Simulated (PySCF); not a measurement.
# Reading the logs of faulty runs: AlBCl2H2

These are calculations, not measurements. They come from PySCF 2.14.0, an open-source quantum chemistry program, on an isolated molecule that a program drew, which may never have been made. The molecule is AlBCl2H2 (charge 0, singlet), drawn as the SMILES string `[AlH2][B](Cl)Cl`.

Each row is a Hartree-Fock (HF) and frozen-core CCSD(T) single point in the cc-pV(D+d)Z basis, meant for a local HF minimum. Run 1 is clean. Each other run has one planted mistake out of seven kinds, and not every kind appears here: one electron removed, one electron added, multiplicity raised by two, geometry at a saddle point, minimal basis STO-3G, one bond length entered in bohr, all coordinates scaled. The reference is restricted for singlets and unrestricted otherwise, and also for a bond in bohr. Adding or removing an electron swaps singlet and doublet. Electrons count all cores. HOMO and LUMO are orbital energies over both spins, the gradient is its largest component, and the lowest frequency (negative if imaginary) is given only where the gradient is small. Bond lengths are over the 5 bonds as drawn. T1 is the CCSD diagnostic: over 0.02 (restricted) or 0.045 (unrestricted) a single reference is doubtful.

Geometry of the clean run:
```xyz
6
AlBCl2H2, angstrom
Al   -0.3615   -1.0619   -1.7161
B    -0.5529   -0.4805    0.3487
Cl   -0.3469   -1.6437    1.6708
Cl   -0.9244    1.1878    0.8205
H    -1.6329   -1.5594   -2.5113
H     1.0492   -0.9881   -2.4238
```

| run | electrons | basis functions | <S^2> | HOMO (eV) | LUMO (eV) | gradient (hartree/bohr) | lowest frequency (cm^-1) | mean bond (Å) | longest bond (Å) | T1 | HF (hartree) | CCSD(T) (hartree) | mistake |
|---|---|---|---|---|---|---|---|---|---|---|---|---|---|
| 1 | 54 | 93 | 0.000 | -10.48 | 0.81 | 3.0e-05 | 79 | 1.7719 | 2.154 | 0.0139 | -1186.83738 | -1187.31760 | no fault |
| 2 | 55 | 93 | 0.766 | -0.11 | 6.27 | 2.5e-02 | - | 1.7719 | 2.154 | 0.0140 | -1186.82413 | -1187.31758 | one electron added |
| 3 | 54 | 93 | 0.000 | -10.50 | 0.09 | 1.2e-05 | -83 | 1.7736 | 2.169 | 0.0138 | -1186.83573 | -1187.31631 | geometry at a saddle point |
| 4 | 54 | 93 | 0.933 | -8.12 | 0.48 | 2.3e-02 | - | 2.1552 | 4.070 | 0.0230 | -1186.74603 | -1187.20292 | one bond length entered in bohr |
| 5 | 53 | 93 | 0.768 | -17.00 | -8.31 | 1.1e-01 | - | 1.7719 | 2.154 | 0.0237 | -1186.49176 | -1186.96568 | one electron removed |
| 6 | 54 | 93 | 0.000 | -10.38 | 0.93 | 2.6e-02 | - | 1.7241 | 2.095 | 0.0134 | -1186.83312 | -1187.31337 | ? |

**Which mistake was planted in run 6, and what did it cost?**

The mean and the longest bond both change by the same factor, 0.973, and the gradient is no longer small. So the mistake is: all coordinates scaled. Subtracting run 1 and multiplying by 627.51 kcal/mol a hartree, the energy moved by 2.7 kcal/mol in HF and 2.7 kcal/mol in CCSD(T).

Cautions from the logs. Run 2: the added electron raises the CCSD(T) energy, so it isn't bound in this basis.
